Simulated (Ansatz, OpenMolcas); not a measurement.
# B3H3O3 (SMILES B1OBOBO1): the vertical ionisation energy, rung by rung

The species is B3H3O3 (9 atoms), meant as a singlet with charge 0. As SMILES, `B1OBOBO1`. Geometry: relaxed at PBE0-D4/def2-TZVP. This is one conformer, not always the lowest.

```tsv
atom	x (Å)	y (Å)	z (Å)
B	1.3016	0.1158	-0.4247
O	0.6128	-1.0535	-0.6248
B	-0.6869	-1.1727	-0.2023
O	-1.2974	-0.1154	0.4232
B	-0.6148	1.0569	0.6269
O	0.6846	1.1689	0.2016
H	2.4293	0.2162	-0.7926
H	-1.2819	-2.1887	-0.3775
H	-1.1473	1.9725	1.1701
```

Each level gives the vertical ionisation energy (to the doublet cation) (eV). The values are calculated.

```json
{"level": "SVWN5/6-31G* (spherical functions)", "kind": "LDA", "program": "OpenMolcas", "value (eV)": "11.25", "CPU time (all runs)": "1.8 min"}
{"level": "BLYP/6-31G* (spherical functions)", "kind": "GGA", "program": "Ansatz", "value (eV)": "10.98", "CPU time (all runs)": "58 s"}
{"level": "revPBE/6-31G* (spherical functions)", "kind": "GGA", "program": "OpenMolcas", "value (eV)": "11.08", "CPU time (all runs)": "3.5 min"}
{"level": "TPSS/6-31G* (spherical functions)", "kind": "meta-GGA", "program": "OpenMolcas", "value (eV)": "11.27", "CPU time (all runs)": "4.5 min"}
{"level": "M06-2X/6-31G* (spherical functions)", "kind": "hybrid meta-GGA", "program": "OpenMolcas", "value (eV)": "12.26", "CPU time (all runs)": "4.1 min"}
{"level": "r2SCAN0/6-31G* (spherical functions)", "kind": "hybrid meta-GGA", "program": "Ansatz", "value (eV)": "11.97", "CPU time (all runs)": "2.9 min"}
{"level": "HSE06/6-31G* (spherical functions)", "kind": "range-separated hybrid", "program": "Ansatz", "value (eV)": "11.77", "CPU time (all runs)": "92 s"}
{"level": "BCCD(T)/6-31G* (spherical functions)", "kind": "coupled cluster or CI", "program": "Ansatz", "value (eV)": "12.06", "CPU time (all runs)": "7.3 min"}
```

The values span 10.98 to 12.26 eV. Times are those of the runs behind each value, whatever else they computed, on shared processors of several kinds: orders of magnitude only.
